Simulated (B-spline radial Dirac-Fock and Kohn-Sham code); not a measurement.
## Two-hole binding energies of Br⁻

System: Br⁻, configuration [Ar] 3d10 4s2 4p6, inside a Watson sphere of charge +1 and radius 1.666 Å (a model of the Madelung potential; inside it an electron's potential energy is lowered by 8.6 eV).

The run's input, task.json:

```json
{"items": [{
  "Z": 35,
  "q": -1,
  "cfg": [[1, 0, 2], [2, 0, 2], [2, 1, 6], [3, 0, 2], [3, 1, 6], [3, 2, 10], [4, 0, 2], [4, 1, 6]],
  "A": 79,
  "rrms": 4.1629,
  "watson": [1, 1.666],
  "do": ["binding", "quiet", "double"]
}]}
```

Command: `python xray_run.py task.json out`

These are calculated numbers from a radial B-spline solver; the model is relaxed Dirac-Fock hole states (ΔSCF) with Breit and QED corrections and a finite nucleus. U is the two-hole binding energy less the two single-hole energies, the effective repulsion of the holes after relaxation. Each two-hole energy is an average over J within one jj subconfiguration.

```
          holes  E(a) (eV)  E(b) (eV)  E(ab) (eV)  U (eV)
   1s⁻¹ 3p1/2⁻¹    13478.7      198.3     13711.4    34.5
   1s⁻¹ 3d5/2⁻¹    13478.7      73.74     13580.1    27.7
2p1/2⁻¹ 2p3/2⁻¹     1602.6     1556.0      3244.0    85.4
        2p3/2⁻²     1556.0     1556.0      3198.6    86.6
   2s⁻¹ 3p3/2⁻¹     1793.5      191.4      2014.6    29.6
   2p1/2⁻¹ 3s⁻¹     1602.6      265.4      1898.2    30.1
   2s⁻¹ 3d5/2⁻¹     1793.5      73.74      1896.5    29.2
   2p3/2⁻¹ 3s⁻¹     1556.0      265.4      1851.5    30.1
2p1/2⁻¹ 3p3/2⁻¹     1602.6      191.4           ?       ?
2p1/2⁻¹ 3d5/2⁻¹     1602.6      73.74      1706.0    29.7
2p3/2⁻¹ 3d5/2⁻¹     1556.0      73.74      1658.5    28.8
        3p1/2⁻²      198.3      198.3       423.0    26.4
        3d3/2⁻²      74.77      74.77       173.5    24.0
3d3/2⁻¹ 3d5/2⁻¹      74.77      73.74       172.9    24.4
```

Q: Give the missing two-hole energy and U.

A: E(ab) = 1824.6 eV and U = 30.5 eV.
